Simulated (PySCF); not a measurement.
CH8FNSi2, SMILES [SiH3][Si@](F)(C)N. Atoms are numbered in the order given.

```xyz
13

C      1.5269    -0.9356     1.0334
Si     0.3743     0.1786     0.0711
N      0.1291     1.6335     0.9574
F      1.0949     0.4418    -1.3874
Si    -1.7288    -0.7410    -0.4058
H      2.4862    -0.4256     1.2256
H      1.7461    -1.8543     0.4673
H      1.0863    -1.2185     2.0021
H     -0.5610     2.3155     0.6579
H      0.9001     2.0861     1.4409
H     -2.6283     0.2992    -0.9928
H     -2.3654    -1.2547     0.8450
H     -1.6202    -1.8721    -1.3746
```
Charge 0, spin multiplicity 1.

Geometry: B3LYP-D3(BJ)/def2-SVP. The structure was generated by enumeration; whether it is a known compound was not checked. The values are those of a single conformer.

The numbers are results of PySCF with SMD-PBE0/def2-SVP, not measurements.

Solvation free energies are E(SMD) − E(gas) at the gas-phase geometry, for 1 M in both phases. In vacuum the dipole moment is 2.05 D.

Q: Rank water, cyclohexanone, ethanol by solvation free energy, most negative first.

A: ethanol (-4.5 kcal/mol), cyclohexanone (-3.4 kcal/mol), water (-0.6 kcal/mol)
